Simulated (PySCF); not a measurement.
Electron correlation in In (indium, neutral)

[Kr] 4d10 5s2 6s1, 2S determinant (an excited configuration). All numbers are calculated (PySCF 2.14, a scalar-relativistic core potential, in aug-cc-pwCVDZ-PP with ECP28MDF (6s5p4d1f, 48 functions)). Frozen: 4s2 4p6 4d10; 3 electrons correlated.

```json
{"level": "CCSD", "correlation energy (mhartree)": "-38.43"}
{"level": "(T)", "correlation energy (mhartree)": "-0.60"}
{"level": "CCSD(T)", "correlation energy (mhartree)": "-39.03"}
{"level": "CCSDT", "correlation energy (mhartree)": "-39.32"}
```

Diagnostics: T1 = 0.011, D1 = 0.0268, largest double amplitude 0.082.

The outer electron is Rydberg-like, and this basis confines it to a smaller radius and binds it less than a complete one would.

Cost of the coupled-cluster step: about 1.6 core-seconds, for 3 correlated electrons.
